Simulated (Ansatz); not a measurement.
Two structures of SiNH₅O₂, singlet, reached by relaxing down either side of one saddle point (PBE0-D4/def2-TZVP). Energies are electronic, without zero-point energy. Computed with Ansatz 0.2.0 (basis: def2-TZVPP and def2-QZVPP); correlated methods freeze the cores. Extrapolation: Hartree–Fock as exp(−7.88 √X), correlation as X^−2.97. First:

```
9
angstrom
Si -0.3840 -0.1314 0.0673
N 1.2307 -0.5532 -0.2607
H -1.3449 -1.2307 0.3252
O -0.2563 0.8064 1.4095
O -1.0381 0.6086 -1.2409
H 1.8861 -0.6833 0.4914
H 1.4827 -1.0781 -1.0806
H -1.0586 0.9443 1.9138
H -0.5176 1.3175 -1.6250
```

Second:

```
9
angstrom
Si -1.1688 0.0239 -0.0097
N 0.6414 -1.0617 -0.1124
H 0.6528 -1.8932 0.4677
O -0.4304 1.0292 1.1535
O -0.7283 0.8751 -1.3917
H 1.3672 -0.4262 0.2088
H 0.8272 -1.3233 -1.0748
H -0.9284 1.0962 1.9691
H -0.2326 1.6800 -1.2106
```

(1) Which bonds change from the first to the second?

(2) Give the saddle point's structure and its height above each. (An estimate is asked for; the value comes from the calculation.)

The T1 diagnostic stays at or below 0.015. The restricted Hartree–Fock reference is unstable towards an unrestricted one at one or more of these structures.

Results:

(1) SiNH₅O₂ ([NH2][SiH]([OH])[OH]) → SiH₂O₂ ([OH][Si][OH]) + NH₃ (still joined by a long Si–N bond); bonds formed: N2–H3; bonds broken: Si1–H3; bonds weakened to dative contacts: Si1–N2.

(2) By the calculation: 3.413 eV above the first and 1.704 eV above the second (CCSD(T) at an estimated basis limit (MP2 extrapolated from triple and quadruple zeta, plus CCSD(T) − MP2 in triple zeta)).
```tsv
atom	x (Å)	y (Å)	z (Å)
Si1	-0.7462	-0.0673	0.0449
N2	0.9148	-0.9007	-0.1303
H3	-0.2371	-1.6021	0.1960
O4	-0.3209	0.9992	1.2492
O5	-1.0050	0.7665	-1.3545
H6	1.6556	-0.7727	0.5517
H7	1.2612	-1.1831	-1.0392
H8	-0.9923	1.1594	1.9144
H9	-0.5301	1.6008	-1.4321
```

Losses and insertions of silylenes and their heavier kin drive the gas-phase chemistry of silicon and germanium vapour deposition.

Labels in which every atom is bracketed show which atoms are joined, not bond orders.

For scale, one of the runs: CCSD(T)/def2-TZVPP, 205 basis functions, launched by `ansatz run in.yaml --threads 4 --pin off --events-out ev --progress --plain --max-ram 9574MiB`. Hardware: 4 CPU threads of an Intel Xeon, shared host. Wall time 48 s; peak host memory 2.8 GiB.
